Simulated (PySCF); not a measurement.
## TDDFT excited states: C6H11B

Compound: C6H11B.
SMILES: `B/C(=C/C)C(=C)C`

Method: TDDFT wB97X-D/def2-SVPD, vertical, gas phase, core orbitals frozen in the response (PySCF). One conformer (not necessarily the lowest) at the PBE0-D3(BJ)/def2-SVP geometry, without solvent, vibrations or thermal averaging. Torsions of this conformer, `[BH2:1]/[C:2](=[CH:3]/[CH3:4])[C:5](=[CH2:6])[CH3:7]`: B1–C2–C5–C6 118°.

| state | E (eV) | λ (nm) | f | \|μ\| (D) | main configurations (H = HOMO, L = LUMO) |
| --- | --- | --- | --- | --- | --- |
| S1 | 4.64 | 267.2 | 0.040 | 1.50 | H→L (92%) |
| S2 | 5.59 | 221.9 | 0.142 | 2.59 | H-1→L (52%), H-3→L (38%) |
| S3 | 5.75 | 215.8 | 0.078 | 1.89 | H-2→L (57%), H-1→L (20%), H-3→L (13%) |
| S4 | 6.00 | 206.7 | 0.052 | 1.51 | H-3→L (43%), H-2→L (30%), H-1→L (21%) |
| S5 | 6.53 | 190.0 | 0.230 | 3.05 | H→L+1 (89%) |
| S6 | 7.00 | 177.2 | 0.018 | 0.82 | H→L+2 (76%), H→L+3 (10%) |
| S7 | 7.09 | 174.8 | 0.0090 | 0.58 | H-4→L (68%), H-5→L (14%) |
| S8 | 7.29 | 170.1 | 0.050 | 1.35 | H-1→L+1 (74%) |
| S9 | 7.67 | 161.6 | 0.046 | 1.25 | H→L+4 (45%), H-1→L+2 (27%) |
| S10 | 7.75 | 160.0 | 0.121 | 2.03 | H→L+5 (65%), H→L+3 (10%) |

Triplets, Tamm–Dancoff:

```csv
state,E (eV),λ (nm),"main configurations (H = HOMO, L = LUMO)"
T1,3.39,365.6,"H→L (56%), H-1→L (35%)"
T2,4.26,290.8,"H→L+1 (55%), H-1→L (18%)"
T3,4.73,262.4,"H-1→L (32%), H→L (28%), H→L+1 (15%)"
T4,5.22,237.6,"H-3→L (54%), H-2→L (36%)"
```

The lowest singlet comes at 267 nm (448 kJ/mol) in the ultraviolet; it is of moderate strength; its leading configuration is HOMO→LUMO (92%). The most intense listed level is S5 at 6.53 eV (190 nm, f = 0.230), 1.89 eV above S1. Löwdin shares by element: HOMO carbon 76% or more (atoms not listed hold the other 24%); LUMO carbon 40% or more, boron 35%, hydrogen 6% or more (atoms not listed hold the other 19%). Orbital energies (eV): HOMO-3 -11.04, HOMO-2 -10.91, HOMO-1 -9.83, HOMO -8.75, LUMO 0.03, LUMO+1 1.94, LUMO+2 2.07. Of the 10 states listed, 9 reach f = 0.01 and none stays under 0.0005. The oscillator strengths of these states sum to 0.785; summed over the whole spectrum of an exact calculation they would give the number of electrons, 52 (Thomas–Reiche–Kuhn). All these states lie below the vertical ionisation energy of 8.83 eV (ΔSCF). Singlets were solved by full linear response, triplets in the Tamm–Dancoff approximation.
